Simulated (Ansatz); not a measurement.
`BC(C)[SeH]`. Total charge 0; spin multiplicity 1. Correlated methods include outer-core shells of Se, which these sets cover unevenly. Scalar relativity is left out up to krypton.

```xyz
11

B     0.655   -0.179    1.481
C     0.306    0.164    0.010
C    -0.729   -0.699   -0.689
Se   -0.029    2.090   -0.188
H     1.203    0.617    2.186
H     0.444   -1.283    1.894
H     1.300    0.004   -0.449
H    -1.724   -0.520   -0.276
H    -0.492   -1.758   -0.555
H    -0.775   -0.494   -1.761
H    -0.159    2.058   -1.653
```

Question: Give the diagnostics of a CCSD(T)/def2-TZVPP run (frozen core, Ansatz). (An estimate is asked.)

Answer: Ansatz gave: T1 = 0.0093, largest single amplitude 0.011, largest double 0.023, (T) share of the correlation energy 3.7 %, 9 CCSD cycles. The RHF solution is stable towards an unrestricted one. T1 lies under the customary mark of 0.02 for closed shells.
